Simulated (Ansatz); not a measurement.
Computed with Ansatz on PBE0-D4/def2-TZVP structures; ΔE is electronic, products minus reactants. CBS: MP2 limit from def2 TZ/QZ plus the TZ coupled-cluster correction, frozen cores. This one scheme is used for every species. Functionals use def2-TZVPP. HSE06 is defined as in plane-wave codes. For Ge outer-core shells are correlated without core-valence functions, which leaves a few kJ/mol of doubt a bond. Scalar relativity is left out up to krypton. Each species was taken in one conformer, which may not be the lowest.

Reaction (ligand exchange at a Ge–C bond): `O[SiH2][CH2][GeH3]` + `O[Si](F)(Cl)Cl` → `F[Si](Cl)(Cl)[O][GeH3]` + `C[SiH2]O`

```tsv
level	ΔE (kcal/mol)	difference from CCSD(T)/CBS
r2SCAN-D4	-13.0	-0.6
PBE0-D4	-11.8	0.6
r2SCANh-D4	-13.0	-0.6
HSE06-D4	-11.8	0.6
CAM-B3LYP-D4	-14.9	-2.5
r2SCANh	-12.9	-0.5
BHLYP	-15.5	-3.1
HF/def2-TZVPP	-18.1	-5.7
SCS-MP2/def2-TZVPP	-14.3	-1.9
HF/def2-QZVPP	-18.7	-6.3
CCSD(T)/CBS	-12.4	0
```

Largest T1 diagnostic among the species: 0.011.

At CCSD(T), def2-SVP lies −2.0 kcal/mol from the extrapolated value and def2-TZVPP −0.5 kcal/mol. From BLYP to BHLYP (50 % exact exchange), in def2-TZVPP and without D4, ΔE moves by −1.1 kcal/mol. In def2-TZVPP, CCSD(T) changes the Hartree–Fock value by +5.2 kcal/mol (the triples alone add +0.5 kcal/mol) and MP2 by +5.3 kcal/mol.
